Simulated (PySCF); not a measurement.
Correlation energy of S (sulfur, neutral)

[Ne] 3s2 3p4, high-spin 3P determinant. Calculation: PySCF 2.14, in aug-cc-pwCVDZ (6s5p3d, 36 functions); the non-relativistic Hamiltonian (point nucleus). Frozen: [Ne]; 6 electrons correlated.

MP2 pair energies summed by pair of shells (mhartree):

| pair | energy | share (%) |
| --- | --- | --- |
| 3p-3p | -45.34 | 48.4 |
| 3s-3p | -40.34 | 43.1 |
| 3s-3s | -7.99 | 8.5 |

Total MP2 correlation energy: -93.67 mhartree.

Same-spin part -23.57 and opposite-spin part -70.10 mhartree; SCS-MP2 scales them by 1/3 and 6/5 to -91.97 mhartree.
